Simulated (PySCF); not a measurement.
A calculated (PBE, PySCF 2.14, aug-cc-pwCVTZ-DK, scalar relativity by spin-free X2C-1e) atom or ion has these occupied shells.

```tsv
shell	electrons	orbital energy (eV)	rms radius, mean of both spins (bohr)
1s α	1	-5369.3	0.0768
1s β	1	-5369.3	0.0768
2s α	1	-610.92	0.335
2s β	1	-609.94	0.335
2p α	3	-511.43	0.304
2p β	3	-510.66	0.304
3s α	1	-79.860	1.02
3s β	1	-77.007	1.02
3p α	3	-53.683	1.10
3p β	3	-50.854	1.10
3d α	3	-14.961	1.53
4p α	1	-8.089	3.90
```

**Question.** Name the element and its charge.

**Answer.** V⁺ (vanadium, charge +1), in [Ar] 3d3 4p1, one real determinant (an excited configuration).
